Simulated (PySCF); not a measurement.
**Broadened absorption spectrum of B(NH3)Cl3**

B(NH3)Cl3.
SMILES: `N->B(Cl)(Cl)Cl`

Computed, not measured: TDDFT wB97X-D/def2-SVPD, vertical, gas phase, core orbitals frozen in the response (PySCF 2.14.0, density-fitted response routines). Geometry: PBE0-D3(BJ)/def2-SVP; no solvent, vibrations or thermal averaging.

Each state is given a Gaussian of 0.25 eV full width at half maximum, with ε(max) = 2.175×10⁸ f / Δν̃ (Δν̃ the width in cm⁻¹). The width is an assumption, not a result. The curve ends short of the highest state used, and states not computed would add to its high-energy end.

| λ (nm) | ε (L mol⁻¹ cm⁻¹) |
| --- | --- |
| 152.3 | 21389 |
| 153.0 | 22400 |
| 153.7 | 21044 |
| 154.4 | 17735 |
| 155.1 | 13428 |
| 155.8 | 9184 |
| 156.5 | 5779 |
| 157.2 | 3562 |
| 157.9 | 2531 |
| 158.6 | 2488 |
| 159.3 | 3162 |
| 160.0 | 4240 |
| 160.7 | 5380 |
| 161.4 | 6247 |
| 162.1 | 6591 |
| 162.8 | 6319 |
| 163.5 | 5513 |
| 164.2 | 4388 |
| 164.9 | 3193 |
| 165.6 | 2129 |
| 166.3 | 1304 |
| 167.0 | 735 |
| 167.7 | 382 |
| 168.4 | 184 |
| 169.1 | 82 |
| 169.8 | 34 |
| 170.5 | 13 |
| 171.2 | 5 |
| 171.9 | 2 |
| 172.6 | 0 |
| 173.3 | 0 |
| 174.0 | 0 |
| 174.7 | 0 |
| 175.4 | 0 |
| 176.1 | 0 |
| 176.8 | 0 |
| 177.5 | 0 |
| 178.2 | 0 |
| 178.9 | 0 |
| 179.6 | 0 |
| 180.2 | 0 |
| 180.9 | 0 |
| 181.6 | 0 |
| 182.3 | 0 |

(1) Where are the band maxima, and which computed states make them?

(2) Coming from long wavelengths, where does ε first pass 100 L mol⁻¹ cm⁻¹?

Results:

(1) 162 nm (7.65 eV), ε about 6600, made up of S2 (50%) and S3 (50%); 153 nm (8.11 eV), ε about 22000, made up of S4 (88%) (ε in L mol⁻¹ cm⁻¹; maxima over ε = 5, shares over 10%). The states used: S1 7.17 eV (f 0.0000); S2 7.65 eV (f 0.030); S3 7.65 eV (f 0.031); S4 8.09 eV (f 0.185); S5 8.20 eV (f 0.018); S6 8.20 eV (f 0.018); S7 8.41 eV (f 0.0000); S8 8.74 eV (f 0.075); S9 8.74 eV (f 0.075).

(2) At about 169 nm (7.34 eV), 0.17 eV above S1.
